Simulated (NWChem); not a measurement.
# Total energies of F2Si (+1)

```
Si
F 1 1.5846
F 1 1.5846 2 120.24
```
Charge +1, spin multiplicity 2.

Program: NWChem. The geometry was optimised at UPBE/def2-SVP, a minimum by its harmonic frequencies.

Basis set: def2-SVP (46 functions).

| method | total energy (Ha) |
|---|---|
| UHF | -487.27307 |
| UMP2 | -487.70868 |
| UB2PLYP | -488.35373 |
| UPBE | -488.28726 |
| UB3LYP | -488.63158 |
| UM06-2X | -488.53522 |

Total energies of different functionals aren't comparable as a measure of quality: only differences taken within one method are. 

The correlated methods keep 7 core orbitals frozen. B3LYP has NWChem's definition, with VWN1-RPA local correlation. This spin state was chosen for the runs; another may lie lower. The structure started from a generated list of species. The unpaired electrons of the parent sit in orbitals of symmetry a1 (C2v labels of the run); other states weren't searched. The stability of the SCF solutions was not checked. Open-shell Hartree-Fock references start from PBE0 orbitals.
